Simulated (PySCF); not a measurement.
# B2Br4H4N2: core ionisation energies

(Br2B-mu-NH2)2.
Cartesian coordinates in Å at the PBE0-D3(BJ)/def2-SVP level; atoms count from 1:
```xyz
12
B2Br4H4N2 angstrom
B     -0.249    0.444   -0.967
Br    -1.815    1.633   -1.193
Br     0.824    0.116   -2.597
N     -0.643   -0.912   -0.242
B      0.270   -0.459    0.975
Br     1.836   -1.646    1.199
Br    -0.802   -0.132    2.607
N      0.661    0.899    0.251
H     -0.324   -1.756   -0.720
H     -1.634   -0.999   -0.017
H      1.653    0.990    0.028
H      0.339    1.741    0.728
```

Computed with delta-SCF UKS SCAN, pcX-2 on the ionised atom, pcseg-1 elsewhere, spin-free X2C (PySCF 2.14.0). Vertical ΔSCF values, vacuum level as zero.

What binding energy does each computed site have?

```csv
atom(s),environment,level,binding energy (eV),count
N4/N8,nitrogen bonded to 2 B and 2 H,N 1s,407.17,2
B1/B5,boron bonded to 2 Br and 2 N,B 1s,198.51,2
```

Give the binding energy of N 1s of N4/N8 in hartree and in kJ/mol.

407.17 eV = 14.9632 Eh = 39286 kJ/mol.

What is the longest wavelength that can ionise N 1s of N4/N8 vertically?

λ = hc/E = 12398.42 eV Å / 407.17 eV = 30.450 Å.

The first atom of each set that the bonding makes equivalent was ionised and stands for the set. No level of bromine is listed. The structure is a single PBE0-D3(BJ)/def2-SVP conformer in the gas phase; no vibrational or solvent corrections.
